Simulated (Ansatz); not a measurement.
CdF2 (the lowest singlet isomer of a short search) was relaxed with r2SCAN-D4 (def2-TZVP) in Ansatz in these states: neutral quintet, neutral singlet, neutral triplet. The geometries follow in no particular order.

In the def2 sets Cd takes a core potential; there is no spin–orbit coupling.

A:

Cartesian coordinates in Å:
```
Cd -0.7911 0.3757 0.0878
F 0.1131 -1.3185 2.2497
F 0.6780 0.9427 -2.3375
```

B:

```xyz
3

Cd   -1.0449    0.3528    0.6676
F     0.0134   -0.9577   -0.7178
F     1.0315    0.6049    0.0502
```

C:

```xyz
3

Cd    0.000    0.000    0.000
F    -1.540   -1.147   -0.032
F     1.540    1.147    0.032
```

Problem. Judge from the bond lengths which geometry belongs to which state (an estimate).

Solution. A is the neutral quintet (Cd1–F3 2.892 Å, Cd1–F2 2.892 Å); B is the neutral triplet (Cd1–F3 2.181 Å, Cd1–F2 2.181 Å); C is the neutral singlet (Cd1–F3 1.920 Å, Cd1–F2 1.920 Å).

The neutral quintet has come apart into loosely held pieces.
